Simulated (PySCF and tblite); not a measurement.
5 constitutional isomers of C₅H₇BrSi:

```csv
isomer,SMILES
A,[Br:1][C:2]1=[CH:3][SiH2:4][CH2:5][CH:6]=[CH:7]1
B,[CH3:1][C:2]1=[C:3]([Br:4])[CH:5]=[CH:6][SiH2:7]1
C,[CH3:1][C:2]#[C:3][Si@H:4]1[CH2:5][C@@H:6]1[Br:7]
D,[Br:1][C:2]1=[CH:3][CH2:4][CH:5]=[CH:6][SiH2:7]1
E,[CH3:1][C:2]1=[CH:3][SiH2:4][C:5]([Br:6])=[CH:7]1
```

Computed spectrum of one of them (conformer average at 298.15 K; GFN2-xTB geometries, energies BP86/pcSseg-1 (IEF-PCM, acetone) (D3(BJ) added where defined), GIAO shieldings BP86/pcSseg-1 (IEF-PCM, acetone); references on GFN2-xTB geometries), in ppm: ¹H (against TMS): 6.63 (1H), 6.34 (1H), 6.05 (1H), 2.05 (2H). ¹³C (against TMS): 155.9 (1C), 144.1 (1C), 134.9 (1C), 123.2 (1C), 10.2 (1C). ²⁹Si (against TMS): -59.0 (1Si). Of the H, only those on carbon are given.

Q: Which isomer is it?

A: A. Signals are matched in order of shift, without assignment. After a straight-line scaling (slope 0.85 to 1.15) of computed carbon shifts, the largest errors are A 1.2 ppm (at 134.9), B 4.8 ppm (at 134.9), C 56.7 ppm (at 10.2), D 19.2 ppm (at 10.2), E 14.0 ppm (at 123.2). Assigned: ¹H (against TMS): 6.63 (H6, 1H), 6.34 (H3, 1H), 6.05 (H7, 1H), 2.05 (H5, 2H). ¹³C (against TMS): 155.9 (C2), 144.1 (C6), 134.9 (C7), 123.2 (C3), 10.2 (C5). ²⁹Si (against TMS): -59.0 (Si4). For comparison, at another level (GFN2-xTB geometries, energies PBE0/def2-SVP (IEF-PCM, chloroform) (D3(BJ) added where defined), GIAO shieldings KT3/pcSseg-1 (IEF-PCM, chloroform)) the isomers give: A: ¹H (against TMS): 6.36 (H6, 1H), 6.09 (H3, 1H), 5.83 (H7, 1H), 1.96 (H5, 2H). ¹³C (against TMS): 144.5 (C2), 132.3 (C6), 126.0 (C7), 113.9 (C3), 10.0 (C5). ²⁹Si (against TMS): -57.2 (Si4). B: ¹H (against TMS): 6.91 (H5, 1H), 5.94 (H6, 1H), 2.39 (H1, 3H). ¹³C (against TMS): 148.6 (C5), 138.7 (C3), 135.4 (C2), 117.8 (C6), 22.3 (C1). ²⁹Si (against TMS): -52.2 (Si7). C: ¹H (against TMS): 3.69 (H6, 1H), 2.28 (H1, 3H), 1.86 (H5a, 1H), 1.08 (H5b, 1H). ¹³C (against TMS): 106.3 (C2), 68.2 (C3), 36.9 (C6), 17.2 (C5), 7.5 (C1). ²⁹Si (against TMS): -134.7 (Si4). D: ¹H (against TMS): 7.09 (H3, 1H), 6.98 (H5, 1H), 5.89 (H6, 1H), 3.63 (H4, 2H). ¹³C (against TMS): 144.4 (C3), 144.1 (C5), 126.8 (C2), 113.2 (C6), 42.6 (C4). ²⁹Si (against TMS): -70.9 (Si7). E: ¹H (against TMS): 6.96 (H7, 1H), 5.40 (H3, 1H), 2.24 (H1, 3H). ¹³C (against TMS): 156.6 (C2), 146.5 (C7), 137.7 (C5), 111.7 (C3), 25.9 (C1). ²⁹Si (against TMS): -45.8 (Si4). H not on carbon is left out.

Spin–orbit effects of the heavy atoms on shieldings are missing. At a carbon that bears Br the missing effect is some 10 ppm, beside I tens of ppm. Unscaled ²⁹Si shifts at such levels can be off by tens of ppm; differences between conformers or isomers are more reliable. Shifts are unscaled: against experiment ¹³C can be off by 15 ppm or more and ¹H by 0.8 ppm. At least one structure keeps an imaginary mode at the tight-binding level.
